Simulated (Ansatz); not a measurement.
## Abstraction of F: CBrCl2F + C4H7 → CBrCl2 + C4H7F

Gas-phase species: CBrCl2F (bromodichlorofluoromethane) `FC(Cl)(Cl)Br`, singlet; C4H7 `[CH]1CCC1`, doublet; CBrCl2 `Cl[C](Cl)Br`, doublet; C4H7F `FC1CCC1`, singlet. A radical takes F: the energy is the difference in strength between two C–F bonds in different surroundings.

Shapes, held fixed at every level: PBE0-D4/def2-TZVP. Programs: Ansatz 0.2.0. The zero-point and thermal change to 298 K, harmonic and unscaled (PBE0-D4/def2-TZVP), is +8.8 kJ/mol.

| level | kind | ΔH(298 K) (kJ/mol) | less CCSD(T)/def2-TZVPP | CPU time (sum over the molecules) |
| --- | --- | --- | --- | --- |
| SPW92/def2-TZVPP | LDA | -50.7 | +2.5 | 15 s |
| r2SCAN-D4/def2-TZVPP | meta-GGA | -44.3 | +8.9 | 59 s |
| B3LYP-D4/def2-TZVPP | global hybrid | -50.9 | +2.3 | 47 s |
| BHLYP-D4/def2-TZVPP | global hybrid | -53.9 | -0.7 | 40 s |
| r2SCAN0-D4/def2-TZVPP | global hybrid | -48.8 | +4.4 | 67 s |
| wB97M-V/def2-TZVPP | range-separated hybrid | -46.4 | +6.8 | 2.1 min |
| CCSD/def2-TZVPP | coupled cluster or CI | -54.4 | -1.2 | – |
| CCSD(T)/def2-TZVPP | coupled cluster or CI | -53.2 | 0.0 | – |

The highest level, CCSD(T)/def2-TZVPP, gives ΔH(298 K) = -53.2 kJ/mol; the levels span -54.4 to -44.3. The column of differences is taken from that level and isn't an error. No measured value is set beside it here. Open shells run unrestricted. Relativity is left out for Br. Outer-core shells of Br are correlated, in sets that cover them unevenly. Times are processor times on shared x86 and Arm servers, and rough.
